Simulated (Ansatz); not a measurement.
Process, species as SMILES: OB(O[SiH3])O -> [SiH2]OB(O)O + H atom (the H-Si bond breaks)

Wanted: bond dissociation energy (electronic), in kcal/mol. Terms: non-relativistic; frozen cores in correlated levels; UHF or UKS for open shells; six Cartesian d functions in 6-31G* and its kin unless marked 5d; spin-orbit terms left out; no dispersion term unless named. Basis-set limits of correlation are two-point, X^-3; Hartree-Fock from the larger set. First-principles rows: single points at B3LYP-D3(BJ) geometries (Ansatz, a program for electronic structure).

| species | coefficient | E at B3LYP/6-31G* (Ansatz), Eh | E at wB97M-V/def2-TZVPD (Ansatz), Eh |
|---|---|---|---|
| OB(O)O[SiH3] | -1 | -543.20016 | -543.23876 |
| OB(O)O[SiH2] | +1 | -542.55563 | -542.59441 |
| H atom | +1 | -0.50027 | -0.49411 |

Coupled cluster (Ansatz) is a level with limits of its own, used here on species with T1 under 0.025 (0.045 for open shells) and stable references: CCSD(T)/CBS(cc-pV(T+d)Z,cc-pV(Q+d)Z). Value to compare with, CCSD(T)/CBS(cc-pV(T+d)Z,cc-pV(Q+d)Z) (Ansatz): 94.7 kcal/mol. 1 Eh = 627.5095 kcal/mol.

Problem. Work the quantity out at each level, and compare with CCSD(T)/CBS(cc-pV(T+d)Z,cc-pV(Q+d)Z) (Ansatz).

Solution. 
- B3LYP/6-31G*: the sum of coefficient times E is 0.14426 Eh, or 90.52 kcal/mol. Result: 90.5 kcal/mol. Its difference against CCSD(T)/CBS(cc-pV(T+d)Z,cc-pV(Q+d)Z) (Ansatz) is -4.2 kcal/mol.
- wB97M-V/def2-TZVPD: the sum of coefficient times E is 0.15024 Eh, or 94.28 kcal/mol. Result: 94.3 kcal/mol. Its difference against CCSD(T)/CBS(cc-pV(T+d)Z,cc-pV(Q+d)Z) (Ansatz) is -0.4 kcal/mol.
